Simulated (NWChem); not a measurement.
Molecule: CH$_{4}$ClFSi; SMILES C[Si@@H](F)Cl

```xyz
8

C     -1.3529    -1.3698    -0.2700
Si     0.0990    -0.4025     0.3794
F      1.4702    -0.9435    -0.3307
Cl    -0.1178     1.5999    -0.1163
H     -1.4294    -1.2590    -1.3701
H     -1.2423    -2.4469    -0.0303
H     -2.2959    -1.0039     0.1833
H      0.2923    -0.5014     1.8585
```
Atoms are numbered in this order, from 1.

Level: PBE-D3(BJ)/def2-SVP (NWChem), optimised geometry, unscaled harmonic frequencies. 

List the harmonic frequencies with IR intensities, and the thermochemistry.


```json
[
 {"frequency (cm⁻¹)": "147", "IR intensity (km/mol)": "0.0"},
 {"frequency (cm⁻¹)": "185", "IR intensity (km/mol)": "0.8"},
 {"frequency (cm⁻¹)": "231", "IR intensity (km/mol)": "7.7"},
 {"frequency (cm⁻¹)": "273", "IR intensity (km/mol)": "11.0"},
 {"frequency (cm⁻¹)": "526", "IR intensity (km/mol)": "59.8"},
 {"frequency (cm⁻¹)": "656", "IR intensity (km/mol)": "11.1"},
 {"frequency (cm⁻¹)": "713", "IR intensity (km/mol)": "15.5"},
 {"frequency (cm⁻¹)": "747", "IR intensity (km/mol)": "84.2"},
 {"frequency (cm⁻¹)": "817", "IR intensity (km/mol)": "23.3"},
 {"frequency (cm⁻¹)": "860", "IR intensity (km/mol)": "169.9"},
 {"frequency (cm⁻¹)": "916", "IR intensity (km/mol)": "185.6"},
 {"frequency (cm⁻¹)": "1224", "IR intensity (km/mol)": "33.1"},
 {"frequency (cm⁻¹)": "1375", "IR intensity (km/mol)": "5.8"},
 {"frequency (cm⁻¹)": "1376", "IR intensity (km/mol)": "2.6"},
 {"frequency (cm⁻¹)": "2212", "IR intensity (km/mol)": "116.0"},
 {"frequency (cm⁻¹)": "2983", "IR intensity (km/mol)": "0.1"},
 {"frequency (cm⁻¹)": "3086", "IR intensity (km/mol)": "0.8"},
 {"frequency (cm⁻¹)": "3092", "IR intensity (km/mol)": "0.2"}
]
```

```
Quantity                                                                           Result
-----------------------------------------------------------------------  ----------------
zero-point energy                                                           30.6 kcal/mol
thermal correction to the enthalpy at 298.15 K (with zero-point energy)     34.8 kcal/mol
heat capacity Cv                                                         19.0 cal/(mol K)
entropy at 298.15 K and 1 atm (symmetry number 1)                        76.5 cal/(mol K)
dipole moment                                                                      2.10 D
```

Rigid rotor and harmonic oscillator.
